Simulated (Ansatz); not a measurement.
Steps of a relaxation of F2Sn (`[F][Sn][F]`) with RKS PBE0-D4/def2-TZVP.

```sh
$ ansatz run in.yaml --threads 2 --pin off --events-out ev --progress --plain --max-ram 22528MiB --backend cpu
```

```yaml
crystal:
  periodic: [false, false, false]
  atoms:
    - {symbol: F, position_ang: [-1.333440, 0.310379, -0.704413]}
    - {symbol: Sn, position_ang: [0.331204, 0.739542, 0.264938]}
    - {symbol: F, position_ang: [0.991236, -1.114721, 0.426275]}
basis:
  gaussian: {orbitals: def2-TZVP}
hamiltonian: {xc: pbe0, dispersion: d4}
relax: {f_tol: 0.005, max_steps: 150}
```

Positions (Å) and forces (eV/Å) along the path, 3 of 3 steps:

```xyz
3
step=1 energy=-11265.0798 eV
F    -1.333    0.310   -0.704    0.702    0.165    0.407
Sn    0.331    0.740    0.265   -0.406   -0.957   -0.330
F     0.991   -1.115    0.426   -0.296    0.792   -0.077
3
step=2 energy=-11265.1159 eV
F    -1.306    0.301   -0.690    0.097    0.005    0.054
Sn    0.327    0.728    0.261   -0.043   -0.105   -0.036
F     0.968   -1.093    0.416   -0.054    0.100   -0.019
3
step=3 energy=-11265.1166 eV
F    -1.297    0.293   -0.686   -0.003    0.003   -0.001
Sn    0.328    0.731    0.262   -0.001   -0.002   -0.001
F     0.959   -1.089    0.411    0.004   -0.002    0.002
```

It took 3.8 s on 2 threads of an AMD EPYC 7R13 on a shared host, with 0.24 GiB of host memory at the peak.
